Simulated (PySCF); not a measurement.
# Correlation energy of W⁵⁹⁺ (tungsten, charge +59)

[Ne] 3s2 3p3, high-spin 4S determinant. All numbers are calculated (PySCF 2.14, the spin-free X2C one-electron Hamiltonian (Gaussian nucleus), in an even-tempered Gaussian basis (17 s from 16 bohr⁻², ratio 2.5; 12 p from 21 bohr⁻², ratio 2.5; 4 d from 81 bohr⁻², ratio 2.7; 4 f from 120 bohr⁻², ratio 2.7)). Frozen: 1s2; 13 electrons correlated; the 20 highest virtual orbitals of each spin left out.

```
  level  correlation energy (mhartree)
   CCSD                        -566.09
    (T)                          -0.47
CCSD(T)                        -566.56
```

Diagnostics: T1 = 0.00013, D1 = 0.0004, largest double amplitude 0.015.

Spin-orbit coupling is strong in this species (close to jj coupling), so the high-spin LS determinant is a model state, not a physical level.

Cost of the coupled-cluster step: of the order of 30 core-seconds, for 13 correlated electrons.

At this charge the one-electron X2C treatment keeps the bare 1/r₁₂, with no two-electron picture change or Breit term. The effect here is smaller than on the frozen 1s shell; and a scalar Hamiltonian misses the large spin-orbit splitting of the p shells, which matters for ns² → np² pairs.

Spin-orbit coupling is strong in this species, so the high-spin LS determinant is a model state.
